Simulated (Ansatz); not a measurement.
```yaml
crystal:
  periodic: [false, false, false]
  atoms:
    - {symbol: Cd, position_ang: [0.229118, -0.878983, 0.677882]}
    - {symbol: Cd, position_ang: [-0.634406, 2.532062, -1.956972]}
    - {symbol: Cl, position_ang: [-1.351145, 0.647795, -0.277089]}
    - {symbol: Cl, position_ang: [1.756433, -2.300875, 1.556179]}
basis:
  gaussian: {orbitals: def2-TZVPD}
total_charge: 2
hamiltonian: {xc: {name: PBE0}, dispersion: d4}
output: {forces: true}
```

```sh
$ ansatz run in.yaml --threads 4 --pin off --events-out ev --progress --plain --max-ram 3916MiB
```

Output, abridged:

```
Functional definition: PBE0
1456 factors; their error is unknown
mean field evaluation 1: about -34134.7830 eV, gradient 7.3e1 eV
mean field evaluation 2: about -33903.0756 eV, gradient 2.0e2 eV
mean field evaluation 4: about -34125.7684 eV, gradient 6.1e1 eV
mean field evaluation 8: about -34148.9238 eV, gradient 4.2e0 eV
mean field evaluation 16: about -34149.2096 eV, gradient 1.6e-1 eV
mean field evaluation 32: about -34149.2097 eV, gradient 4.6e-5 eV
mean field evaluation 64: about -34149.1554 eV, gradient 1.5e0 eV
mean field -34149.20966593 eV, -1254.9603080572 hartree, gradient 5.8e-6 eV, S^2 0.000000; 4 other end points of the search recorded, 0 dependent functions left out
reference -34149.20972205 eV, -1254.9603101195 hartree; 36, 36 occupied and 136, 136 virtual orbitals, 1456 factors
Total energy: -34149.32689713 eV, -1254.9646162246 hartree
Atom 0 at     0.229118    -0.878983     0.677882 Å, force     0.422811    -0.439236     0.280462 eV/Å
Atom 1 at    -0.634406     2.532062    -1.956972 Å, force    -0.361612    -0.756834     0.688604 eV/Å
Atom 2 at    -1.351145     0.647795    -0.277089 Å, force     0.148385     1.026278    -0.869394 eV/Å
Atom 3 at     1.756433    -2.300875     1.556179 Å, force    -0.209584     0.169792    -0.099672 eV/Å
Dipole moment:    -0.472104     1.878937    -1.451818 e Å
```

It took 11 s on 4 threads of Arm Neoverse V2 on a shared host.

In the def2 sets Cd takes a core potential; there is no spin–orbit coupling.

The dipole of an ion depends on the origin.
